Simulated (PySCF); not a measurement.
Si(Me)2(Cl)2 (C2H6Cl2Si), SMILES C[Si](C)(Cl)Cl.

Geometry optimised at TPSSh-D3(BJ)/def2-SVP. The isomer is the one that the SMILES or the coordinates give; other isomers of the formula were not compared.

The numbers are results of PySCF with TDA-LC-ωPBE/def2-SVPD, not measurements.

Vertical excitations. Gas-phase values at a fixed geometry. State labels are in the subgroup C2v.

Computed UV-visible absorptions:
```tsv
state	symmetry	energy (eV)	λ (nm)	f	main pairs
S1	B2	8.41	147	0.038	HOMO→LUMO+1 43 %, HOMO→LUMO 19 %, HOMO→LUMO+4 18 %
S2	B1	8.63	144	0.048	HOMO−1→LUMO+1 33 %, HOMO−1→LUMO 28 %, HOMO−1→LUMO+4 12 %, HOMO−3→LUMO+2 11 %
S3	A2	8.63	144	0.000	HOMO→LUMO+2 38 %, HOMO−2→LUMO 17 %, HOMO−2→LUMO+1 17 %, HOMO→LUMO+5 8 %
S4	A1	9.02	137	0.085	HOMO−1→LUMO+2 27 %, HOMO−3→LUMO+1 25 %, HOMO−3→LUMO 20 %, HOMO−3→LUMO+4 7 %
S5	B2	9.07	137	0.177	HOMO→LUMO 61 %, HOMO→LUMO+1 21 %
S6	A2	9.09	136	0.000	HOMO−2→LUMO+1 28 %, HOMO→LUMO+2 17 %, HOMO→LUMO+9 14 %, HOMO−2→LUMO+4 12 %
S7	A1	9.50	130	0.002	HOMO−1→LUMO+2 33 %, HOMO−3→LUMO+1 24 %, HOMO−3→LUMO+4 13 %, HOMO−1→LUMO+9 9 %
S8	B1	9.52	130	0.003	HOMO−1→LUMO 42 %, HOMO−1→LUMO+4 27 %, HOMO−1→LUMO+1 11 %
S9	B2	9.72	128	0.004	HOMO−2→LUMO+2 47 %, HOMO−2→LUMO+5 12 %, HOMO−2→LUMO+9 8 %
S10	A2	9.73	127	0.000	HOMO−2→LUMO 43 %, HOMO→LUMO+5 16 %, HOMO−2→LUMO+4 15 %
T1	B2	7.90	157	0	HOMO→LUMO+1 36 %, HOMO→LUMO 18 %, HOMO→LUMO+4 17 %, HOMO−2→LUMO+2 7 %
T2	B1	7.95	156	0	HOMO−1→LUMO+1 40 %, HOMO−1→LUMO 19 %, HOMO−1→LUMO+4 17 %
T3	A2	8.06	154	0	HOMO→LUMO+2 32 %, HOMO−2→LUMO+1 18 %, HOMO−2→LUMO 13 %, HOMO→LUMO+5 10 %
T4	A1	8.35	148	0	HOMO−3→LUMO+1 27 %, HOMO−1→LUMO+2 19 %, HOMO−3→LUMO 17 %, HOMO−3→LUMO+4 12 %
```
Triplets are in the Tamm–Dancoff approximation.
